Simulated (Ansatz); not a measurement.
B₈⁻. Charge -1, multiplicity 2. Geometry PBE-D4/def2-SVPD; atoms count from 1.

```xyz
8

B     0.719   -1.591    0.496
B     0.647   -0.680   -0.863
B    -1.145    0.973   -0.746
B    -1.438    0.660    0.788
B    -0.514   -0.629    0.982
B     1.332   -0.178    0.842
B     0.100    0.590   -1.662
B     0.299    0.856    0.162
```

The charge -1 doublet is spin-contaminated (final ⟨S²⟩ up to 0.87, 0.75 for a pure state). Another isomer (doublet) lies 2.04 eV lower at PBE0-D4/def2-TZVPD; other spin states weren't run for this one.

Question: Estimate the Mulliken populations from the PBE0/def2-TZVPD orbitals of Ansatz.

Answer: 
```json
{"atom": "B1", "charge (e)": "1.04", "spin (α − β)": "-0.06"}
{"atom": "B2", "charge (e)": "-0.59", "spin (α − β)": "0.09"}
{"atom": "B3", "charge (e)": "-0.19", "spin (α − β)": "0.05"}
{"atom": "B4", "charge (e)": "-0.23", "spin (α − β)": "0.46"}
{"atom": "B5", "charge (e)": "-0.59", "spin (α − β)": "0.09"}
{"atom": "B6", "charge (e)": "-0.30", "spin (α − β)": "-0.05"}
{"atom": "B7", "charge (e)": "-0.24", "spin (α − β)": "0.46"}
{"atom": "B8", "charge (e)": "0.11", "spin (α − β)": "-0.04"}
```
Mulliken values depend strongly on the basis. With diffuse functions, as here, like atoms can get unlike values, and bond orders can come out too low or too high.

Question: Where does the spin sit?

Answer: Summed by element: B 1.00, of 1 unpaired in all. Largest on single atoms: B4 0.46, B7 0.46, B2 0.09.

Question: And the Mayer bond orders between heavy atoms (over 0.3)?

Answer: B1–B2 0.55 (1.64 Å); B1–B5 0.55 (1.64 Å); B1–B6 0.99 (1.58 Å); B1–B8 0.38 (2.51 Å); B2–B3 0.33 (2.44 Å); B2–B5 0.76 (2.18 Å); B2–B6 0.95 (1.90 Å); B2–B7 1.36 (1.60 Å); B2–B8 0.62 (1.88 Å); B3–B4 1.13 (1.59 Å); B3–B5 0.33 (2.44 Å); B3–B7 1.13 (1.59 Å); B3–B8 0.79 (1.71 Å); B4–B5 1.36 (1.60 Å); B4–B8 0.36 (1.86 Å); B5–B6 0.95 (1.90 Å); B5–B8 0.62 (1.88 Å); B6–B8 0.77 (1.61 Å); B7–B8 0.37 (1.85 Å).
